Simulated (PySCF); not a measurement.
BBr3, SMILES `BrB(Br)Br`, neutral singlet in the gas phase. 

Z-matrix (Å, degrees):
```
B
Br 1 1.8964
Br 1 1.8964 2 120.00
Br 1 1.8964 2 120.00 3 180.00
```
Charge 0, multiplicity 1.

All levels are single points at this geometry (PBE0-D3(BJ)/def2-TZVP); Pople sets use spherical d functions. Orbital energies aren't observables, and empty levels follow the basis.

```tsv
level	HOMO (eV)	LUMO (eV)	gap (eV)	dipole (D)	vertical IE, Delta-SCF (eV)
PBE-D3(BJ)/def2-TZVP in PySCF	-7.01	-2.92	4.09	0.00	–
PBE0-D3(BJ)/def2-TZVP in PySCF	-8.31	-2.10	6.21	0.00	–
ωB97X-D3(BJ)/def2-TZVP in PySCF	-10.71	0.00	10.71	0.00	–
B3LYP/LANL2DZ in PySCF	-8.09	-2.31	5.78	0.00	–
BP86/6-31G* in PySCF	-7.07	-2.95	4.11	0.00	–
HF/3-21G in PySCF	-11.08	1.48	12.56	0.00	–
```
